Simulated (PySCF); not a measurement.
# Working out the ionisation energy of Zn⁺

Zn⁺ [Ar] 3d10 4s1 (2S) → Zn²⁺ [Ar] 3d10 (1S). Calculation: PySCF 2.14, in aug-cc-pVTZ-PP with one added diffuse shell each of s, p, d, f, g type with ECP10MDF (7s7p6d4f3g, 113 functions); scalar relativity through the core potential. Frozen: 3s2 3p6. Energies in hartree (1 hartree = 27.21139 eV):

| part | Zn⁺ (lower) | Zn²⁺ (upper) |
| --- | --- | --- |
| UHF | -225.676648 | -225.057388 |
| MP2 opposite-spin | -0.312679 | -0.290001 |
| MP2 same-spin | -0.179362 | -0.163487 |

Q: What does Hartree-Fock give?

A: (-225.057388) − (-225.676648) = 0.619260 hartree = 16.851 eV.

Q: What do MP2 and SCS-MP2 (6/5 opposite-spin, 1/3 same-spin) give?

A: The opposite-spin parts differ by 0.617 eV and the same-spin parts by 0.432 eV. MP2: 16.851 + (0.617) + (0.432) = 17.900 eV. SCS-MP2: 16.851 + 1.2 × (0.617) + (0.432)/3 = 17.735 eV.

Measured between the centres of the two terms (NIST): 17.964 eV, so MP2 (valence) is off by -0.064 eV.

What remains against the reference includes basis incompleteness, the frozen core and correlation beyond second order.
